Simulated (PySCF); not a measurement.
# Relaxation of singlet [RhS3]+

Level of theory: PySCF, PBE, basis Rh def2-SVP with ECP28, S def2-SVP (scalar-relativistic core potentials, no spin–orbit coupling, density fitting). A (50,194) grid was used.

A hand-made trigonal pyramidal start, of C3v symmetry, held to at least that symmetry:

```xyz
4
charge 1 multiplicity 1, angstrom
Rh    0.0000    0.0000   -0.4528
S     1.7652    0.0000    0.4858
S    -0.8826    1.5287    0.4858
S    -0.8826   -1.5287    0.4858
```

What does it relax to?

It ends at D3h with Rh–S 2.075 Å (×3); S–Rh–S 120.0° (×3). A frequency run shows a minimum. Other isomers or separated fragments may lie lower.

How much energy is released, and in how many steps?

156.1 kJ/mol in 10 steps.

The relaxation took of the order of 50 core-seconds on a shared host.
